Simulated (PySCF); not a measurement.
BiO(OH) at several levels of theory

Computed with PySCF 2.14.0 (density fitting, no spin-orbit coupling) at the geometry relaxed with PBE0:

```xyz
4
BiO(OH) (singlet)
Bi   -0.1421    0.0043   -0.4007
O     1.3889   -0.0066    0.7513
O    -1.6755    0.0378    1.0285
H    -2.5478    0.0536    0.6115
```

| level | basis | state | HOMO (eV) | gap (eV) | charge on Bi1 (e) | dipole about the centre of mass (D) | largest force component (eV/Å) |
| --- | --- | --- | --- | --- | --- | --- | --- |
| PBE0 | Bi def2-SVP with ECP60, O def2-SVP, H def2-SVP | singlet | -7.25 | 4.32 | 0.91 | 5.76 | 0.01 |
| wB97X | the same | singlet | -9.52 | 8.57 | 0.94 | 6.00 | 0.46 |
| PBE0 | Bi def2-TZVP with ECP60, O def2-TZVP, H def2-TZVP | singlet | -7.52 | 4.34 | 1.00 | 5.98 | 1.04 |

Charges are Mulliken's, which hang on the basis. The relaxation used the grid (50, 194), these runs (75, 302) or, all-electron (x2c bases, spin-free X2C Hamiltonian), (99, 590).

Q: What does revPBE with Bi def2-SVP with ECP60, O def2-SVP, H def2-SVP give here?

A: state singlet, HOMO (eV) -5.65, gap (eV) 2.23, charge on Bi1 (e) 0.79, dipole about the centre of mass (D) 5.21, largest force component (eV/Å) 1.38. Time: 1.6 s on 2 threads of Arm Neoverse V1, on a shared host, from an already converged density.

In the first row's basis the gap widens with exact exchange: 2.2 eV for revPBE (none); 4.3 eV for PBE0 (a fixed share); 8.6 eV for wB97X (rising or full at long range).
